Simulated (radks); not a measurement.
Values are calculated unless marked as measured or tabulated.
The nuclear charge of neutral germanium is varied continuously with 32 electrons held in [Ar] 3d10 4s2 4p2. Code: a radial shooting solver on a logarithmic mesh with Libxc functionals. Model: scalar-relativistic Kohn-Sham, r2SCAN, spin-polarised, spherical densities, finite nucleus; open shells are filled with parallel spins first; meta-GGA in the generalised Kohn-Sham scheme; Fermi nuclear charge, rms radius 4.0742 fm. By the Hellmann-Feynman theorem dE/dZ = E(electron-nucleus)/Z, the electronic potential at the nucleus (averaged over a nucleus of fixed radius). The scalar-relativistic energy here is not variational (the density holds large components alone), so the two differ by a part that grows with Z.

Z,E (hartree),E(electron-nucleus)/Z (hartree),HOMO,e(HOMO) (eV),<r> HOMO (bohr)
31.8,-2067.67270,-156.766,4p,-3.089,2.983
31.9,-2083.40259,-157.438,4p,-3.860,2.894
32,-2099.19989,-158.110,4p,-4.667,2.813
32.1,-2115.06453,-158.780,4p,-5.509,2.740
32.2,-2130.99645,-159.451,4p,-6.383,2.673
32.3,-2146.99562,-160.121,4p,-7.289,2.611
32.4,-2163.06199,-160.790,4p,-8.226,2.554
32.5,-2179.19553,-161.460,4p,-9.191,2.500
32.6,-2195.39621,-162.128,4p,-10.185,2.451
32.7,-2211.66401,-162.797,4p,-11.207,2.404
32.8,-2227.99890,-163.466,4p,-12.256,2.360
32.9,-2244.40086,-164.134,4p,-13.332,2.318
33,-2260.86988,-164.802,4p,-14.434,2.278

The central difference of E at Z = 32 is -158.310 hartree, to compare with the third column; the second derivative is -6.73 hartree.
